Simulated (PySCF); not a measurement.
A calculated (M06-L, PySCF 2.14, cc-pVDZ-DK, scalar relativity by spin-free X2C-1e) atom or ion has these occupied shells.

| shell | electrons | orbital energy (eV) | rms radius, mean of both spins (bohr) |
| --- | --- | --- | --- |
| 1s α | 1 | -10266.4 | 0.0560 |
| 1s β | 1 | -10266.4 | 0.0560 |
| 2s α | 1 | -1296.3 | 0.236 |
| 2s β | 1 | -1296.2 | 0.236 |
| 2p α | 3 | -1128.1 | 0.211 |
| 2p β | 3 | -1128.1 | 0.211 |
| 3s α | 1 | -174.63 | 0.698 |
| 3s β | 1 | -174.57 | 0.698 |
| 3p α | 3 | -122.99 | 0.735 |
| 3p β | 3 | -122.92 | 0.735 |
| 3d α | 5 | -40.078 | 0.902 |
| 3d β | 5 | -39.900 | 0.902 |
| 4s α | 1 | -26.464 | 2.21 |

**Question.** Name the element and its charge.

**Answer.** Ga²⁺ (gallium, charge +2), in [Ar] 3d10 4s1, 2S determinant.
